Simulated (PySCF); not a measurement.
Compound: (F)3Zr-NH-SiH3 (singlet state).
Geometry (PBE0-D3(BJ)/def2-SVP, Å), atoms numbered from 1 in this order:
```xyz
10
F3H4NSiZr angstrom
Zr    -0.6049    1.4591   -0.6424
F     -2.1746    1.1185   -1.6690
F     -1.0941    2.0378    1.1037
F      0.4652    2.6944   -1.6207
N      0.4675   -0.2510   -0.4699
Si     0.5007   -1.4157    0.8414
H      1.0842   -0.4993   -1.2470
H      0.0910   -2.7794    0.3861
H     -0.4689   -0.9199    1.8625
H      1.8584   -1.5211    1.4597
```

Level of theory: PySCF, PBE0-D3(BJ)/def2-SVP geometry optimisation, gas phase, def2 core potentials past Kr.

(1) Which atoms are bound to Zr1, and at what distances?

(2) List the angles at Zr1.

(3) What is the shape at Zr1?

(4) What are the other bond lengths?

(5) Give some angles away from the centre.

(6) What are the rotational constants (commonest isotopes, rigid rotor)?

Results:

(1) 4 atoms: F3 1.904 Å, F4 1.905 Å, F2 1.906 Å, N5 2.026 Å. The nearest atom not counted as bound is H7, at 2.66 Å.

(2) 
```tsv
angle	degrees	distance of the outer atoms (Å)
F3–Zr1–F4	114.7	3.21
F2–Zr1–F3	109.7	3.11
F2–Zr1–N5	109.3	3.21
F3–Zr1–N5	108.3	3.19
F2–Zr1–F4	107.6	3.07
F4–Zr1–N5	107.1	3.16
```

(3) Distorted tetrahedral: angles from 107.1° to 114.7°; τ4 = (360° − α − β)/141° = 0.96 with α and β the two widest (0 for a square, 1 for a tetrahedron).

(4) N5–Si6 1.754 Å; N5–H7 1.023 Å; Si6–H8, Si6–H9, Si6–H10 1.494 Å.

(5) Zr1–N5–Si6 129.4°.

(6) A = 2632, B = 1024, C = 1006 MHz: a near-prolate asymmetric top.

Point group: C1 (no symmetry element, even within 0.4 Å). Charge 0, singlet. No frequency check.

On one thread of an Intel Xeon at 2.50 GHz, shared host with 64 logical CPUs at a one-minute load of 61, this took 9.5 min wall, 7.9 min CPU and 0.50 GiB of memory at its peak. These figures are those of the optimisation.
